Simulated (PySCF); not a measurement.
This script is equivalent to a calculation on Ne²⁺ (neon, charge +2).

```python
from pyscf import gto, scf, dft, mp, cc
import basis_set_exchange as bse
mol = gto.M(atom="Ne 0 0 0", charge=2, spin=2, symmetry="D2h",
            basis=gto.basis.parse(bse.get_basis("def2-SVP", elements=["Ne"], fmt="nwchem", header=False)))
mf = dft.UKS(mol, xc="PBE")
mf.irrep_nelec = {'Ag': (2, 2), 'B1u': (1, 0), 'B2u': (1, 1), 'B3u': (1, 0)}
mf.kernel()
```

(1) What total energy does it give?

(2) Which occupied shell lies highest, and where?

(3) What is ⟨S²⟩, and what would a pure spin state give?

Answers

(1) -126.384 hartree (calculated).

(2) 2p β, at -52.720 eV.

(3) 2.001, against 2.00.
